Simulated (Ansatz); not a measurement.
Reaction (redistribution): `C#CBCO` + `CB(C)O[SiH3]` → `OCBO[SiH3]` + `C#CB(C)C`

Calculated with Ansatz (gas phase, PBE0-D4/def2-TZVP geometries, no zero-point term in ΔE). CCSD(T)/CBS adds triple-zeta CCSD(T) − MP2 to the extrapolated MP2 energy (def2 sets, frozen cores). DFT in def2-TZVPP. B3LYP here is the variant with VWN-RPA as its local correlation; programs differ in this. Each species was taken in one conformer, which may not be the lowest.

Task: Is it downhill or uphill in electronic energy at CCSD(T)/CBS, and by how much? (Estimate.)

Result: The calculation gave: Uphill: ΔE = +4.0 kJ/mol.

Task: What do these levels give: PBE-D4, B3LYP-D4, ωB97M-V, B2PLYP, r2SCAN, PBE0, B3LYP, SCS-MP2/def2-TZVPP, MP2/def2-QZVPP, SCS-MP2/def2-QZVPP, MP2/CBS(def2), CCSD/CBS(def2)? (Best estimate.)

Result: Ansatz gave: PBE-D4 9.9, B3LYP-D4 6.3, ωB97M-V 5.7, B2PLYP 2.3, r2SCAN 8.7, PBE0 5.2, B3LYP 1.9, SCS-MP2/def2-TZVPP 0.8, MP2/def2-QZVPP 3.4, SCS-MP2/def2-QZVPP 0.9, MP2/CBS(def2) 3.6, CCSD/CBS(def2) 2.3 kJ/mol.

Largest T1 diagnostic among the species: 0.013.

The D4 term adds +4.4 kJ/mol with B3LYP and +2.3 kJ/mol with PBE0; it sums over pairs of atoms, weighted by their polarisabilities, and B3LYP, whose exchange is more repulsive, gets the larger term. In def2-TZVPP, CCSD(T) changes the Hartree–Fock value by +8.6 kJ/mol (the triples alone add +1.7 kJ/mol) and MP2 by +8.2 kJ/mol.
